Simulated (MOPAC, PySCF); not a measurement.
C₉H₉B₂N, SMILES `Bc1cc(B)c2ccccc2n1`, neutral singlet in the gas phase. 

Z-matrix (Å, degrees):
```
C
C 1 1.4223
C 2 1.3889 1 120.81
H 2 1.0987 3 120.26 1 180.00
H 3 1.1008 2 119.56 4 0.00
C 3 1.4224 5 119.43 2 180.00
C 6 1.3833 3 119.92 5 180.00
H 7 1.0995 6 122.57 3 -180.00
H 6 1.1004 7 120.36 8 0.00
C 7 1.4309 8 116.91 6 -179.99
N 10 1.3575 7 117.26 8 0.01
C 11 1.3504 10 119.33 7 179.98
C 12 1.4322 11 120.76 10 0.02
H 13 1.1014 12 118.35 11 179.98
C 13 1.4018 14 119.22 12 179.98
B 15 1.5495 13 118.62 14 -0.04
H 16 1.2153 15 122.96 13 179.92
H 16 1.2163 17 118.62 4 179.96
B 12 1.5575 11 117.66 10 179.99
H 19 1.2130 12 119.92 11 0.00
H 19 1.2178 20 120.51 12 -179.96
```
Charge 0, spin multiplicity 1.

All levels are single points at this geometry (PBE-D3(BJ)/def2-SVP); Pople sets use spherical d functions. Orbital energies aren't observables, and empty levels follow the basis.

BP86/6-31G* in PySCF gives HOMO (eV) = -5.84.

Question: Estimate the HOMO (eV) from each of these levels: PBE-D3(BJ)/def2-TZVP in PySCF; B3LYP/3-21G in PySCF; B3LYP/6-311+G** in PySCF; B3LYP/6-31G* in PySCF; M06-2X/6-31G* in PySCF; PBE/6-31G* in PySCF; HF/6-31G* in PySCF; HF/STO-3G in PySCF; AM1 in MOPAC; PM3 in MOPAC; PM6 in MOPAC; PM7 in MOPAC.

Answer: 
```
level                          HOMO (eV)
-----------------------------  ---------
PBE-D3(BJ)/def2-TZVP in PySCF      -6.03
B3LYP/3-21G in PySCF               -6.80
B3LYP/6-311+G** in PySCF           -6.96
B3LYP/6-31G* in PySCF              -6.65
M06-2X/6-31G* in PySCF             -7.86
PBE/6-31G* in PySCF                -5.72
HF/6-31G* in PySCF                 -8.44
HF/STO-3G in PySCF                 -6.70
AM1 in MOPAC                       -9.15
PM3 in MOPAC                       -9.43
PM6 in MOPAC                       -9.27
PM7 in MOPAC                       -9.26
```
